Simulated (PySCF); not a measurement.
Which level of theory gave which numbers?

C3H10BFO.
Bonds: B1–O2, O2–C3, O2–C4, C4–C5, C5–F6. Hydrogens: H7, H8, H9 on B1; H10, H11, H12 on C3; H13, H14 on C4; H15, H16 on C5.

The closed-shell ground state was solved 3 times with PySCF (density fitting, gas phase), always in the def2-SVPD basis (206 functions), with these functionals: CAM-B3LYP, LC-wPBE and wB97X-D. Isolated species at its PBE0-D3(BJ)/def2-SVP geometry (one conformer only).

```csv
row,total energy (Eh),HOMO (eV),LUMO (eV),dipole (D)
P,-319.8064,-10.91,2.03,3.73
Q,-319.8896,-10.01,1.98,3.69
R,-319.8497,-9.55,0.98,3.70
```

Task: Which functional belongs to which row?

Result: P = LC-wPBE, Q = wB97X-D, R = CAM-B3LYP. By rising HOMO–LUMO gap: CAM-B3LYP (range-separated hybrid) 10.53 eV; wB97X-D (range-separated hybrid) 11.99 eV; LC-wPBE (range-separated hybrid) 12.94 eV. Total energies of different functionals aren't bounds to one another; each is stationary for its own functional.

Conformer computed: `[BH3-:1][O+:2]([CH3:3])[CH2:4][CH2:5][F:6]`: B1–O2–C4–C5 60°, O2–C4–C5–F6 162°.

The pairwise dispersion term of wB97X-D wasn't added to the energies; at a given geometry it leaves orbitals and properties as they are.
